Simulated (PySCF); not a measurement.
Run record: EPR job, `C[Si](C)(C)[Si]Cl` [triplet].

Computed with UKS B3LYP, pcH-1 on C Cl H Si, non-relativistic, mean-field spin-orbit, GIAO (PySCF 2.14.0). Geometry: GFN2-xTB. The input is one job of a driver script: a line of settings, then coordinates in Å.

Input:
```
{"job": {"kind": "epr", "basis": "pcH-1"}, "charge": 0, "multiplicity": 3}
C     -0.490107    -1.597380     0.648233
Si     0.080904     0.177684     0.190227
C      1.007150     0.027903    -1.484907
C     -1.451326     1.287727    -0.038681
Si     1.289462     1.227394     1.836614
Cl     3.064456     0.240510     2.336331
H      0.366689    -2.235637     0.843229
H     -1.103437    -1.590913     1.544432
H     -1.070723    -2.059282    -0.146561
H      1.288387     1.005542    -1.864597
H      0.402763    -0.458937    -2.246249
H      1.918532    -0.550907    -1.367317
H     -2.029897     1.364905     0.874609
H     -1.177246     2.291645    -0.341741
H     -2.100022     0.877737    -0.805535
```

Problem. Give the output.

Solution. 
```
UKS, coarse grid
  cycle   1  E = -1158.86059541  |g| = 4.74e-01
  cycle   2  E = -1158.77148748  |g| = 6.04e-01
  cycle   3  E = -1158.96734774  |g| = 5.90e-02
  cycle   4  E = -1158.96890266  |g| = 2.82e-02
  cycle   5  E = -1158.96934698  |g| = 7.17e-03
  cycle   6  E = -1158.96937834  |g| = 2.53e-03
  cycle   7  E = -1158.96938492  |g| = 6.91e-04
UKS, final grid
  cycle   1  E = -1158.96941206  |g| = 6.80e-04
  cycle   2  E = -1158.96941202  |g| = 7.99e-04
  cycle   3  E = -1158.96941240  |g| = 8.75e-05
  cycle   4  E = -1158.96941241  |g| = 5.76e-05
  cycle   5  E = -1158.96941241  |g| = 1.23e-05
E = -1158.96941241 Eh   <S^2> = 2.0029 (exact 2.0000)
g shifts (ppm)      1          2          3
  rmc          -157       -157       -157
  gc             50         21         52
  oz_so        -457       3953       5015
  total        -564       3818       4910
hyperfine (MHz)  atom isotope    a_iso     a_fc   dipolar eigenvalues
    0   13C      17.23      17.23     -2.13     -2.04      4.17
    1  29Si     -63.92     -64.05    -27.00     13.26     13.74
    2   13C      17.29      17.29     -2.13     -2.04      4.17
    3   13C      -2.45      -2.44     -0.47     -0.20      0.66
    4  29Si    -318.45    -319.39    -65.01    -18.53     83.54
    5  35Cl       9.08       8.72    -19.15      5.26     13.89
    6    1H      -0.95      -0.95     -2.03     -0.79      2.83
    7    1H      -0.97      -0.98     -2.36     -0.54      2.90
    8    1H      13.20      13.20     -1.71     -0.53      2.24
    9    1H      -0.97      -0.97     -2.36     -0.54      2.90
   10    1H      13.22      13.22     -1.71     -0.53      2.24
   11    1H      -0.95      -0.95     -2.03     -0.80      2.83
   12    1H       0.53       0.54     -1.64     -1.24      2.88
   13    1H       0.52       0.53     -1.64     -1.24      2.88
   14    1H       0.52       0.52     -1.00     -0.72      1.72
zero-field splitting (cm-1)  D = -4.2628  E = -0.0188  (spin-spin 0.1631, spin-orbit -4.4124)
```

rmc, gc and oz_so are the mass-correction, gauge-correction and orbital-Zeeman/spin–orbit parts of the g shift along its three principal axes; a_iso is the isotropic hyperfine coupling and a_fc its Fermi-contact part. The program numbers atoms from 0.

Problem. How far is ⟨S²⟩ from the pure-spin value?

Solution. S = 1 gives S(S+1) = 2.00; the run has 2.0029, 0.0029 more.

Problem. Get g_iso from the total shifts.

Solution. Their mean is 2721 ppm; added to g_e = 2.002319 it gives 2.00504.

In short: ⟨S²⟩ 2.003; g_iso 2.0050.

Geometry: GFN2-xTB; no solvent, vibrations or thermal averaging. This triplet need not be the ground state; the singlet was not compared here.

Hardware: one thread, x86-64 server (shared host). Cost: 84 s wall.
Labels such as C1 count atoms from 1, the log's own numbers from 0.
